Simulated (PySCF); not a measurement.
B3LYP has the VWN-RPA correlation part, as in Gaussian. 

Z-matrix (Å, degrees):
```
Sn
H 1 1.7329
H 1 1.7380 2 109.46
S 1 2.4430 2 102.90 3 -113.40
H 4 1.3443 1 94.12 2 160.08
```
Charge 0, spin multiplicity 2.

**Question.** Give the total energy, highest occupied spin orbital and dipole moment at the level B3LYP-D3(BJ)/def2-TZVP (PySCF).

**Answer.** 
- total energy = -614.3925 Ha
- highest occupied spin orbital = -5.94 eV
- dipole moment = 1.45 D
